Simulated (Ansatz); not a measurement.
C₂H₄ClFOSi (`F[C@H](Cl)[Si@@H]1CO1`), relaxed with RKS PBE-D4/def2-SVP in the Gaussian-basis code of Ansatz from a rough embedded geometry. The force threshold is 0.03 eV/Å; the program also tests the step.

The species carries charge 0 and has multiplicity 1.

Start:

```xyz
10

F     2.133    0.904    1.263
C     0.793    0.805    0.849
Cl   -0.195    1.211    2.232
Si    0.381   -0.852    0.318
C    -1.396   -0.552   -1.102
O    -1.133   -1.348    0.019
H     0.610    1.576    0.090
H     1.324   -1.406   -0.730
H    -0.966   -0.831   -2.011
H    -1.551    0.494   -0.928
```

(1) How much energy does the relaxation release, and in how many steps? (Estimate.)

(2) Which bonds change most? (Best estimate.)

(3) Give the relaxed structure. (Estimate.)

Answers

(1) Ansatz gave: 221.15 kJ/mol, in 14 steps.

(2) The calculation gave: Si4–C5 from 2.295 to 1.832 Å; C2–Si4 from 1.788 to 1.919 Å; Si4–O6 from 1.621 to 1.703 Å; C5–O6 from 1.400 to 1.476 Å.

(3) The calculation gave: 
```xyz
10

F     1.866    0.418    1.787
C     0.939    0.901    0.890
Cl   -0.517    1.519    1.750
Si    0.423   -0.498   -0.318
C    -1.271   -0.568   -1.012
O    -0.922   -1.446    0.122
H     1.384    1.781    0.374
H     1.610   -1.206   -0.885
H    -1.498   -1.113   -1.951
H    -2.015    0.213   -0.758
```
